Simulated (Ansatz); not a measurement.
Born–Oppenheimer molecular dynamics of C2H8FNOSi (14 atoms, charge 0, multiplicity 1). It starts from a relaxed structure.

Theory: Ansatz, UKS PBE/STO-3G.

```
ensemble        : NVT, Langevin thermostat
time step       : 0.5 fs
steps asked     : 133
set temperature : 1500 K
friction        : 0.005 /fs
seed            : 483601
```

First frame:

```xyz
14
Properties=species:S:1:pos:R:3
C 0.016 -1.559 -1.033
C -0.288 -0.674 0.236
O -0.599 -1.572 1.339
F -1.421 0.200 -0.036
N 0.754 0.340 0.651
Si 0.057 1.958 0.215
H -0.799 -2.292 -1.181
H 0.965 -2.109 -0.886
H 0.099 -0.924 -1.935
H -0.325 -0.960 2.132
H 1.652 0.148 0.119
H -0.356 2.183 -1.169
H -0.970 2.392 1.151
H 1.202 2.839 0.425
```

(1) How far do the bonds stretch over the last three quarters of this one trajectory? (Pairs bonded in most of those frames.)

Answers

(1) 
```tsv
bond	mean (Å)	spread (Å)	shortest	longest
C1–C2	1.585	0.025	1.54	1.63
C1–H7	1.114	0.043	1.05	1.18
C1–H8	1.121	0.060	1.02	1.22
C1–H9	1.110	0.027	1.05	1.16
C2–O3	1.464	0.083	1.34	1.59
C2–F4	1.483	0.058	1.39	1.59
C2–N5	1.493	0.044	1.45	1.57
O3–H10	1.071	0.089	0.92	1.21
N5–Si6	1.853	0.064	1.77	1.95
N5–H11	1.066	0.035	1.01	1.13
Si6–H12	1.470	0.037	1.40	1.52
Si6–H13	1.478	0.023	1.42	1.52
Si6–H14	1.474	0.040	1.41	1.53
```

Pairs bonded in part of these frames only: F4–Si6 14 %.

Mean temperature of the second half: 1012 K. The mean temperature of the second half is 33 % below the set value. A run of 0.067 ps of so small a system gives no equilibrium averages. Limits of this set-up: minimal basis.

The run took 9.3 min on 1 thread of Arm Neoverse V2 (shared host), peak memory 0.13 GiB.
